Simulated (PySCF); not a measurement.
C6H4N2. Atoms are numbered in the order given.

```xyz
12

N      0.0000     0.0000     3.2032
C      0.0000     0.0000     2.0387
C      0.0000     0.0000     0.6033
C      0.0000    -1.2087    -0.1143
C      0.0000    -1.1453    -1.5097
N      0.0000     0.0000    -2.2005
C      0.0000     1.1453    -1.5097
C      0.0000     1.2087    -0.1143
H      0.0000    -2.1669     0.4066
H      0.0000    -2.0687    -2.0984
H      0.0000     2.0687    -2.0984
H      0.0000     2.1669     0.4066
```
Charge 0, spin multiplicity 1.

Geometry: TPSSh-D3(BJ)/def2-SVP.

Method: PBE/pcSseg-1 in PySCF.

GIAO shieldings, no solvent; atoms alike by connectivity are averaged. δ = σ(ref) − σ: ¹⁵N against NH3 (σ = 267.0 ppm); ¹³C against TMS (σ = 182.0 ppm); ¹H against TMS (σ = 31.49 ppm), references at their B3LYP-D3(BJ)/def2-TZVP geometries, non-relativistic.

```tsv
nucleus	atoms	count	δ (ppm)
¹⁵N	N6	1	379.8
¹⁵N	N1	1	331.7
¹³C	C5, C7	2	157.7
¹³C	C4, C8	2	131.4
¹³C	C3	1	124.8
¹³C	C2	1	124.3
¹H	H10, H11	2	9.26
¹H	H9, H12	2	7.54
```
